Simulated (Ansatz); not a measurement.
Q: Name a neutral molecule of B, C, Cl, O and H with size of the dipole moment (ωB97M-V/def2-TZVPP) between 2.55 and 2.85 D and LUMO energy (B3LYP/def2-TZVPP) between -0.70 and -0.40 eV (Ansatz, PBE0-D4/def2-TZVP geometry).

A: `CCOBCl` (2.84 D, -0.48 eV); `COBCl` (2.69 D, -0.52 eV). Other molecules can fit too; these were computed, each in one conformer that needn't be the lowest.

B3LYP here is the variant with VWN-RPA as its local correlation; programs differ in this.
